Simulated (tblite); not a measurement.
Species: CH5F2NSi.
Bonds: N1–Si2, Si2–C3, C3–F4, C3–F5. Hydrogens: H6, H7 on N1; H8, H9 on Si2; H10 on C3.

Computed with GFN2-xTB (tblite), gas phase: Langevin dynamics at 300 K from the optimised GFN2-xTB geometry, time step 0.5 fs, friction 0.01 fs⁻¹, 2000 steps. The instantaneous temperature is 2·E(kin)/(3Nk) with all 3N coordinates.

```json
{"t (fs)": "0", "T (K)": "254", "E(pot) above start (eV)": "0.000", "N1–Si2 (Å)": "1.715", "Si2–C3 (Å)": "1.933", "C3–F4 (Å)": "1.367", "C3–F5 (Å)": "1.363", "N1–H6 (Å)": "1.007", "N1–Si2–C3–F4 (°)": "60"}
{"t (fs)": "25", "T (K)": "115", "E(pot) above start (eV)": "0.247", "N1–Si2 (Å)": "1.734", "Si2–C3 (Å)": "1.921", "C3–F4 (Å)": "1.373", "C3–F5 (Å)": "1.396", "N1–H6 (Å)": "1.045", "N1–Si2–C3–F4 (°)": "60"}
{"t (fs)": "50", "T (K)": "124", "E(pot) above start (eV)": "0.262", "N1–Si2 (Å)": "1.675", "Si2–C3 (Å)": "1.905", "C3–F4 (Å)": "1.379", "C3–F5 (Å)": "1.371", "N1–H6 (Å)": "0.986", "N1–Si2–C3–F4 (°)": "62"}
{"t (fs)": "75", "T (K)": "238", "E(pot) above start (eV)": "0.193", "N1–Si2 (Å)": "1.725", "Si2–C3 (Å)": "1.954", "C3–F4 (Å)": "1.376", "C3–F5 (Å)": "1.361", "N1–H6 (Å)": "1.040", "N1–Si2–C3–F4 (°)": "67"}
{"t (fs)": "100", "T (K)": "219", "E(pot) above start (eV)": "0.200", "N1–Si2 (Å)": "1.773", "Si2–C3 (Å)": "1.909", "C3–F4 (Å)": "1.357", "C3–F5 (Å)": "1.380", "N1–H6 (Å)": "0.999", "N1–Si2–C3–F4 (°)": "65"}
{"t (fs)": "125", "T (K)": "161", "E(pot) above start (eV)": "0.264", "N1–Si2 (Å)": "1.691", "Si2–C3 (Å)": "1.949", "C3–F4 (Å)": "1.355", "C3–F5 (Å)": "1.419", "N1–H6 (Å)": "0.983", "N1–Si2–C3–F4 (°)": "63"}
{"t (fs)": "150", "T (K)": "218", "E(pot) above start (eV)": "0.284", "N1–Si2 (Å)": "1.725", "Si2–C3 (Å)": "1.963", "C3–F4 (Å)": "1.375", "C3–F5 (Å)": "1.363", "N1–H6 (Å)": "1.028", "N1–Si2–C3–F4 (°)": "51"}
{"t (fs)": "175", "T (K)": "152", "E(pot) above start (eV)": "0.265", "N1–Si2 (Å)": "1.766", "Si2–C3 (Å)": "1.995", "C3–F4 (Å)": "1.352", "C3–F5 (Å)": "1.341", "N1–H6 (Å)": "0.991", "N1–Si2–C3–F4 (°)": "47"}
{"t (fs)": "200", "T (K)": "274", "E(pot) above start (eV)": "0.216", "N1–Si2 (Å)": "1.672", "Si2–C3 (Å)": "1.938", "C3–F4 (Å)": "1.368", "C3–F5 (Å)": "1.402", "N1–H6 (Å)": "1.005", "N1–Si2–C3–F4 (°)": "52"}
{"t (fs)": "225", "T (K)": "312", "E(pot) above start (eV)": "0.227", "N1–Si2 (Å)": "1.682", "Si2–C3 (Å)": "1.962", "C3–F4 (Å)": "1.351", "C3–F5 (Å)": "1.407", "N1–H6 (Å)": "1.028", "N1–Si2–C3–F4 (°)": "49"}
{"t (fs)": "250", "T (K)": "263", "E(pot) above start (eV)": "0.222", "N1–Si2 (Å)": "1.748", "Si2–C3 (Å)": "1.905", "C3–F4 (Å)": "1.369", "C3–F5 (Å)": "1.336", "N1–H6 (Å)": "0.978", "N1–Si2–C3–F4 (°)": "40"}
{"t (fs)": "275", "T (K)": "362", "E(pot) above start (eV)": "0.335", "N1–Si2 (Å)": "1.732", "Si2–C3 (Å)": "1.998", "C3–F4 (Å)": "1.379", "C3–F5 (Å)": "1.334", "N1–H6 (Å)": "1.042", "N1–Si2–C3–F4 (°)": "50"}
{"t (fs)": "300", "T (K)": "334", "E(pot) above start (eV)": "0.307", "N1–Si2 (Å)": "1.677", "Si2–C3 (Å)": "1.928", "C3–F4 (Å)": "1.362", "C3–F5 (Å)": "1.382", "N1–H6 (Å)": "0.989", "N1–Si2–C3–F4 (°)": "50"}
{"t (fs)": "325", "T (K)": "214", "E(pot) above start (eV)": "0.336", "N1–Si2 (Å)": "1.777", "Si2–C3 (Å)": "1.906", "C3–F4 (Å)": "1.395", "C3–F5 (Å)": "1.393", "N1–H6 (Å)": "0.992", "N1–Si2–C3–F4 (°)": "50"}
{"t (fs)": "350", "T (K)": "273", "E(pot) above start (eV)": "0.342", "N1–Si2 (Å)": "1.703", "Si2–C3 (Å)": "1.896", "C3–F4 (Å)": "1.405", "C3–F5 (Å)": "1.353", "N1–H6 (Å)": "1.022", "N1–Si2–C3–F4 (°)": "44"}
{"t (fs)": "375", "T (K)": "291", "E(pot) above start (eV)": "0.226", "N1–Si2 (Å)": "1.675", "Si2–C3 (Å)": "1.996", "C3–F4 (Å)": "1.378", "C3–F5 (Å)": "1.343", "N1–H6 (Å)": "0.992", "N1–Si2–C3–F4 (°)": "48"}
{"t (fs)": "400", "T (K)": "212", "E(pot) above start (eV)": "0.144", "N1–Si2 (Å)": "1.742", "Si2–C3 (Å)": "1.920", "C3–F4 (Å)": "1.341", "C3–F5 (Å)": "1.366", "N1–H6 (Å)": "1.002", "N1–Si2–C3–F4 (°)": "44"}
{"t (fs)": "425", "T (K)": "178", "E(pot) above start (eV)": "0.268", "N1–Si2 (Å)": "1.714", "Si2–C3 (Å)": "1.942", "C3–F4 (Å)": "1.384", "C3–F5 (Å)": "1.372", "N1–H6 (Å)": "1.031", "N1–Si2–C3–F4 (°)": "58"}
{"t (fs)": "450", "T (K)": "241", "E(pot) above start (eV)": "0.288", "N1–Si2 (Å)": "1.659", "Si2–C3 (Å)": "1.906", "C3–F4 (Å)": "1.411", "C3–F5 (Å)": "1.371", "N1–H6 (Å)": "0.995", "N1–Si2–C3–F4 (°)": "61"}
{"t (fs)": "475", "T (K)": "212", "E(pot) above start (eV)": "0.221", "N1–Si2 (Å)": "1.730", "Si2–C3 (Å)": "2.014", "C3–F4 (Å)": "1.342", "C3–F5 (Å)": "1.399", "N1–H6 (Å)": "0.993", "N1–Si2–C3–F4 (°)": "64"}
{"t (fs)": "500", "T (K)": "315", "E(pot) above start (eV)": "0.273", "N1–Si2 (Å)": "1.727", "Si2–C3 (Å)": "1.880", "C3–F4 (Å)": "1.321", "C3–F5 (Å)": "1.330", "N1–H6 (Å)": "1.032", "N1–Si2–C3–F4 (°)": "70"}
{"t (fs)": "525", "T (K)": "246", "E(pot) above start (eV)": "0.350", "N1–Si2 (Å)": "1.684", "Si2–C3 (Å)": "2.059", "C3–F4 (Å)": "1.397", "C3–F5 (Å)": "1.340", "N1–H6 (Å)": "0.982", "N1–Si2–C3–F4 (°)": "77"}
{"t (fs)": "550", "T (K)": "296", "E(pot) above start (eV)": "0.233", "N1–Si2 (Å)": "1.718", "Si2–C3 (Å)": "1.927", "C3–F4 (Å)": "1.364", "C3–F5 (Å)": "1.328", "N1–H6 (Å)": "1.023", "N1–Si2–C3–F4 (°)": "70"}
{"t (fs)": "575", "T (K)": "352", "E(pot) above start (eV)": "0.172", "N1–Si2 (Å)": "1.737", "Si2–C3 (Å)": "1.981", "C3–F4 (Å)": "1.342", "C3–F5 (Å)": "1.408", "N1–H6 (Å)": "1.041", "N1–Si2–C3–F4 (°)": "68"}
{"t (fs)": "600", "T (K)": "340", "E(pot) above start (eV)": "0.374", "N1–Si2 (Å)": "1.675", "Si2–C3 (Å)": "2.029", "C3–F4 (Å)": "1.362", "C3–F5 (Å)": "1.457", "N1–H6 (Å)": "0.995", "N1–Si2–C3–F4 (°)": "66"}
{"t (fs)": "625", "T (K)": "428", "E(pot) above start (eV)": "0.346", "N1–Si2 (Å)": "1.702", "Si2–C3 (Å)": "1.887", "C3–F4 (Å)": "1.347", "C3–F5 (Å)": "1.312", "N1–H6 (Å)": "1.014", "N1–Si2–C3–F4 (°)": "55"}
{"t (fs)": "650", "T (K)": "236", "E(pot) above start (eV)": "0.469", "N1–Si2 (Å)": "1.748", "Si2–C3 (Å)": "2.074", "C3–F4 (Å)": "1.413", "C3–F5 (Å)": "1.326", "N1–H6 (Å)": "1.044", "N1–Si2–C3–F4 (°)": "50"}
{"t (fs)": "675", "T (K)": "328", "E(pot) above start (eV)": "0.334", "N1–Si2 (Å)": "1.706", "Si2–C3 (Å)": "1.930", "C3–F4 (Å)": "1.343", "C3–F5 (Å)": "1.448", "N1–H6 (Å)": "0.978", "N1–Si2–C3–F4 (°)": "51"}
{"t (fs)": "700", "T (K)": "274", "E(pot) above start (eV)": "0.355", "N1–Si2 (Å)": "1.711", "Si2–C3 (Å)": "1.926", "C3–F4 (Å)": "1.352", "C3–F5 (Å)": "1.439", "N1–H6 (Å)": "1.023", "N1–Si2–C3–F4 (°)": "66"}
{"t (fs)": "725", "T (K)": "277", "E(pot) above start (eV)": "0.375", "N1–Si2 (Å)": "1.767", "Si2–C3 (Å)": "1.923", "C3–F4 (Å)": "1.400", "C3–F5 (Å)": "1.311", "N1–H6 (Å)": "1.006", "N1–Si2–C3–F4 (°)": "65"}
{"t (fs)": "750", "T (K)": "283", "E(pot) above start (eV)": "0.362", "N1–Si2 (Å)": "1.712", "Si2–C3 (Å)": "2.014", "C3–F4 (Å)": "1.383", "C3–F5 (Å)": "1.332", "N1–H6 (Å)": "0.991", "N1–Si2–C3–F4 (°)": "75"}
{"t (fs)": "775", "T (K)": "292", "E(pot) above start (eV)": "0.342", "N1–Si2 (Å)": "1.713", "Si2–C3 (Å)": "1.993", "C3–F4 (Å)": "1.332", "C3–F5 (Å)": "1.396", "N1–H6 (Å)": "1.024", "N1–Si2–C3–F4 (°)": "82"}
{"t (fs)": "800", "T (K)": "334", "E(pot) above start (eV)": "0.248", "N1–Si2 (Å)": "1.734", "Si2–C3 (Å)": "1.939", "C3–F4 (Å)": "1.369", "C3–F5 (Å)": "1.401", "N1–H6 (Å)": "1.020", "N1–Si2–C3–F4 (°)": "90"}
{"t (fs)": "825", "T (K)": "304", "E(pot) above start (eV)": "0.412", "N1–Si2 (Å)": "1.679", "Si2–C3 (Å)": "1.900", "C3–F4 (Å)": "1.458", "C3–F5 (Å)": "1.369", "N1–H6 (Å)": "0.999", "N1–Si2–C3–F4 (°)": "97"}
{"t (fs)": "850", "T (K)": "423", "E(pot) above start (eV)": "0.267", "N1–Si2 (Å)": "1.712", "Si2–C3 (Å)": "1.965", "C3–F4 (Å)": "1.352", "C3–F5 (Å)": "1.371", "N1–H6 (Å)": "1.022", "N1–Si2–C3–F4 (°)": "107"}
{"t (fs)": "875", "T (K)": "268", "E(pot) above start (eV)": "0.421", "N1–Si2 (Å)": "1.718", "Si2–C3 (Å)": "1.913", "C3–F4 (Å)": "1.327", "C3–F5 (Å)": "1.360", "N1–H6 (Å)": "0.991", "N1–Si2–C3–F4 (°)": "111"}
{"t (fs)": "900", "T (K)": "315", "E(pot) above start (eV)": "0.301", "N1–Si2 (Å)": "1.734", "Si2–C3 (Å)": "2.017", "C3–F4 (Å)": "1.380", "C3–F5 (Å)": "1.369", "N1–H6 (Å)": "1.044", "N1–Si2–C3–F4 (°)": "115"}
{"t (fs)": "925", "T (K)": "262", "E(pot) above start (eV)": "0.281", "N1–Si2 (Å)": "1.727", "Si2–C3 (Å)": "1.900", "C3–F4 (Å)": "1.415", "C3–F5 (Å)": "1.348", "N1–H6 (Å)": "0.988", "N1–Si2–C3–F4 (°)": "114"}
{"t (fs)": "950", "T (K)": "313", "E(pot) above start (eV)": "0.339", "N1–Si2 (Å)": "1.716", "Si2–C3 (Å)": "1.961", "C3–F4 (Å)": "1.381", "C3–F5 (Å)": "1.412", "N1–H6 (Å)": "1.012", "N1–Si2–C3–F4 (°)": "119"}
{"t (fs)": "975", "T (K)": "341", "E(pot) above start (eV)": "0.556", "N1–Si2 (Å)": "1.730", "Si2–C3 (Å)": "1.881", "C3–F4 (Å)": "1.319", "C3–F5 (Å)": "1.396", "N1–H6 (Å)": "1.028", "N1–Si2–C3–F4 (°)": "123"}
{"t (fs)": "1000", "T (K)": "446", "E(pot) above start (eV)": "0.332", "N1–Si2 (Å)": "1.717", "Si2–C3 (Å)": "2.013", "C3–F4 (Å)": "1.348", "C3–F5 (Å)": "1.342", "N1–H6 (Å)": "0.975", "N1–Si2–C3–F4 (°)": "126"}
```

Problem. From 500 fs on, how do temperature and potential energy compare with equipartition?

Solution. The mean temperature of these 21 frames is 318 K against the target 300 K, and the mean potential energy 0.34 eV against 24 × kT/2 = 0.31 eV for 24 classical harmonic modes. For 10 atoms in a canonical ensemble the temperature itself scatters by T·√(2/(3N)) = 77 K; here its standard deviation is 56 K. The whole run lasts only 10 friction times of 100 fs, so these averages carry a wide statistical error.

Problem. What are the kinetic and total energies of the listed frame with the highest potential energy?

Solution. The one at 975 fs, 0.556 eV above the start. Its kinetic energy is 3NkT/2 = 0.441 eV at 341 K, so the sum is 1.00 eV; over the listed frames the sum runs from 0.33 to 1.00 eV, since the thermostat adds and removes energy.

Problem. How much do the listed bonds fluctuate from 500 fs on?

Solution. 
```tsv
bond	at the start (Å)	mean (Å)	standard deviation (Å)
N1–Si2	1.715	1.717	0.021
Si2–C3	1.933	1.958	0.058
C3–F4	1.367	1.367	0.035
C3–F5	1.363	1.371	0.043
N1–H6	1.007	1.011	0.021
```

The motion is classical and holds no zero-point motion.

What follows is the cost of the whole dynamics run. Hardware: an Intel Xeon Platinum 8488C with one thread, no GPU, shared host. Cost: 8.1 s, 0.19 GiB resident at most.
